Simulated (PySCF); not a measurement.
# Working out the ionisation energy of Nb+

Nb+ [Kr] 4d4 (5D) → Nb(2+) [Kr] 4d3 (4F). All numbers are calculated (PySCF 2.14, a scalar-relativistic core potential, in def2-SVP with the def2 core potential (28 electrons)). Frozen: 4s2 4p6. Energies in hartree (1 hartree = 27.21139 eV):

```tsv
part	Nb+ (lower)	Nb(2+) (upper)
UHF	-56.091567	-55.613090
MP2 opposite-spin	0.000000	0.000000
MP2 same-spin	-0.022533	-0.008712
```

What does Hartree-Fock give?

(-55.613090) − (-56.091567) = 0.478477 hartree = 13.020 eV.

What do MP2 and SCS-MP2 (6/5 opposite-spin, 1/3 same-spin) give?

The opposite-spin parts differ by 0.000 eV and the same-spin parts by 0.376 eV. MP2: 13.020 + (0.000) + (0.376) = 13.396 eV. SCS-MP2: 13.020 + 1.2 × (0.000) + (0.376)/3 = 13.145 eV.

Reference: 14.32 eV (semi-empirical (NIST evaluation); NIST Atomic Spectra Database, ionization energies), between the lowest levels; spin-orbit coupling is absent from the calculation.

A double-zeta basis recovers only part of the correlation energy.

What remains against the reference includes basis incompleteness, the frozen core and correlation beyond second order.
